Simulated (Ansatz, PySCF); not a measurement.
This Ansatz (an electronic-structure program) input computes a BLYP/def2-TZVPD energy:

Ansatz 0.2 input:
```yaml
crystal:
  periodic: [false, false, false]
  atoms:
    - {symbol: Sb, position_ang: [0.94231174, 0.49195114, 0.30319642]}
    - {symbol: I, position_ang: [-0.81515853, 1.29109562, -1.50039892]}
    - {symbol: I, position_ang: [-0.09159427, -1.76448257, 1.20864387]}
basis:
  gaussian:
    orbitals: def2-TZVPD
hamiltonian:
  xc: {name: BLYP}
total_charge: 1
output: {forces: true}
```

Question: Write an input for the same energy in PySCF and say what it gives.

Answer: 
```python
from pyscf import gto, scf, dft

mol = gto.M(
    atom='''
    Sb    0.94231174    0.49195114    0.30319642
    I    -0.81515853    1.29109562   -1.50039892
    I    -0.09159427   -1.76448257    1.20864387
    ''',
    basis='def2-tzvpd',
    ecp='def2-tzvp',
    charge=1,
    spin=0,
    verbose=4,
)

mf = dft.RKS(mol, xc='blyp').density_fit(auxbasis='def2-universal-jkfit')
mf.grids.level = 3
mf.conv_tol = 1e-9
mf.max_cycle = 100
mf.max_memory = 1500
mf.kernel()
if not mf.converged:
    mf = mf.newton()
    mf.kernel(mf.make_rdm1())
mf.analyze()
```
It gives -835.32492 Eh, and Ansatz -835.32489 Eh, a difference of 0.03 mEh, from the treatment of integrals and grids.

It need not be the lowest isomer of its formula.
